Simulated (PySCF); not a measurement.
Gas-phase reaction: GaCl₃ + H → GaHCl₂ + Cl

Energies from PySCF, thermal terms from the rigid-rotor harmonic-oscillator model, ideal gas at 1 bar. † marks an energy on the PBE0/def2-TZVP geometry and frequencies; other levels use their own. MP2 and CCSD(T) freeze the core. Open shells (unrestricted): H (multiplicity 2), Cl (multiplicity 2); the rest are closed-shell singlets. Spin-orbit splitting is ignored; it lowers the true energy and changes the entropy of Cl. Ga: all electrons, no relativistic terms. GaHCl₂: computed as isolated molecules; such fragments, hydroxides, amides, oligomers or adducts are transient or little studied in the gas. MP2 isn't extrapolated to the basis-set limit. CCSD(T) isn't extrapolated to the basis-set limit.

```json
[
 {"level": "BLYP/def2-TZVP†", "ΔH°(298 K), kJ": "(withheld)"},
 {"level": "CCSD(T)/def2-SVP†", "ΔH°(298 K), kJ": "77"},
 {"level": "MP2/def2-TZVPP†", "ΔH°(298 K), kJ": "(withheld)"},
 {"level": "PBE0/def2-SVP†", "ΔH°(298 K), kJ": "(withheld)"},
 {"level": "PBE0/def2-TZVP", "ΔH°(298 K), kJ": "92"},
 {"level": "LDA/def2-TZVP†", "ΔH°(298 K), kJ": "114"},
 {"level": "ωB97X-V/def2-TZVP†", "ΔH°(298 K), kJ": "87"}
]
```

Problem. Fill in the missing entries.

Solution. 
- BLYP/def2-TZVP†, ΔH°(298 K), kJ: 65
- MP2/def2-TZVPP†, ΔH°(298 K), kJ: 110
- PBE0/def2-SVP†, ΔH°(298 K), kJ: 92
